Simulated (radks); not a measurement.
W3+, 71 electrons, occupied as [Kr] 4d10 4f14 5s1 5p6 5d3 5f1 (not the ground configuration).

Calculated with a radial shooting solver on a logarithmic mesh with Libxc functionals: scalar-relativistic Kohn-Sham, PBE, spin-polarised, spherical densities, point nucleus; open shells are filled with parallel spins first (spin-orbit coupling, left out, can overturn this in heavy ions).

Energy parts (eV):
total: -439112.18
kinetic: 483930.17
electron-nucleus: -1083054.30
Hartree: 168759.37
exchange-correlation: -8747.42

Orbitals (lengths in bohr, moments of r in powers of bohr; r(max) is where P^2 peaks; r(90%) holds 90 % of the orbital's charge):
orbital  occ.  eigenvalue (eV)   r(max)  r(90%)
1s up       1        -69539.54  0.01145  0.0334
1s down     1        -69539.40  0.01145  0.0334
2s up       1        -12035.70  0.06566   0.120
2s down     1        -12035.42  0.06566   0.120
2p up       3        -10529.75  0.05388   0.113
2p down     3        -10529.50  0.05388   0.113
3s up       1        -2802.593   0.1852   0.295
3s down     1        -2802.441   0.1852   0.295
3p up       3        -2356.706   0.1834   0.301
3p down     3        -2356.543   0.1834   0.301
3d up       5        -1844.282   0.1494   0.283
3d down     5        -1844.059   0.1494   0.283
4s up       1        -610.1125   0.4206   0.645
4s down     1        -609.7670   0.4206   0.645
4p up       3        -463.9034   0.4412   0.695
4p down     3        -463.5491   0.4412   0.694
4d up       5        -278.6712   0.4522   0.767
4d down     5        -278.2207   0.4523   0.765
4f up       7         -73.3153   0.4288   0.999
4f down     7         -72.4830   0.4284   0.984
5s up       1        -118.5644   0.9593    1.51
5s down     0        -115.7097   0.9548    1.50
5p up       3         -81.7475    1.081    1.76
5p down     3         -78.4818    1.075    1.75
5d up       3         -38.9248    1.380    2.45
5d down     0         -35.4954    1.376    2.48
5f up       1         -12.5752    3.226    5.64

The highest occupied level is 5f up at -12.575 eV. The configuration is held as typed, so some empty levels lie below it. Spin moment in Bohr magnetons: 5.
